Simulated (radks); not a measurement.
The numbers below are computed, except where a source is named.
Task: The gadolinium ion Gd46+, [Ar]. Code: a radial shooting solver on a logarithmic mesh with Libxc functionals. Model: non-relativistic Kohn-Sham, r2SCAN, spin-polarised, spherical densities, point nucleus; meta-GGA in the generalised Kohn-Sham scheme. Every spin shell is full or empty, so the densities are truly spherical. Functionals are evaluated on that one density, not self-consistently. Rank these orbital-free kinetic functionals by their error against the exact value of the orbitals, and give that value: Thomas-Fermi, von Weizsacker, TF + vW/5, APBEK, revAPBEK, Perdew 92, Thakkar, Pearson, PG1, DePristo-Kress.

Result: Exact: 8917.80 hartree. From best to worst, with 100 (|E| - |E exact|)/|E exact| (equal figures are ties): revAPBEK -0.39, APBEK -0.62, DePristo-Kress -0.76, Thakkar -1.17, Perdew 92 -1.41, Pearson -1.86, TF + vW/5 +2.81, Thomas-Fermi -6.72, PG1 +17.29, von Weizsacker -52.37.
